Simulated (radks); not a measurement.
Q: Yb III, configuration [Xe] 4f(5/2: 5, 7/2: 8) 6s1 (not the ground configuration). All-electron calculation, Dirac Kohn-Sham, BLYP, spin-unpolarised, spherical densities, finite nucleus; Fermi nuclear charge, rms radius 5.3108 fm. Program: a radial shooting solver on a logarithmic mesh with Libxc functionals.

Spin-orbit splittings of the eigenvalues, e(l+1/2) - e(l-1/2), with zeta = 2 splitting/(2l+1) and mean radii in bohr:

| shell | occ. | splitting (eV) | zeta (eV) | <r> j=l-1/2 | <r> j=l+1/2 |
|---|---|---|---|---|---|
| 2p | 6 | ? | ? | 0.06872 | 0.07622 |
| 3p | 6 | 222.2 | 148.2 | 0.2061 | 0.2201 |
| 3d | 10 | 48.56 | 19.42 | 0.1935 | 0.1978 |
| 4p | 6 | 50.48 | 33.65 | 0.4951 | 0.5274 |
| 4d | 10 | 9.212 | 3.685 | 0.5520 | 0.5634 |
| 4f | 13 | 1.396 | 0.3989 | 0.7278 | 0.7423 |
| 5p | 6 | 6.596 | 4.397 | 1.329 | 1.434 |

Estimate the 2p splitting.

A: 1047 eV (zeta = 698.2 eV).
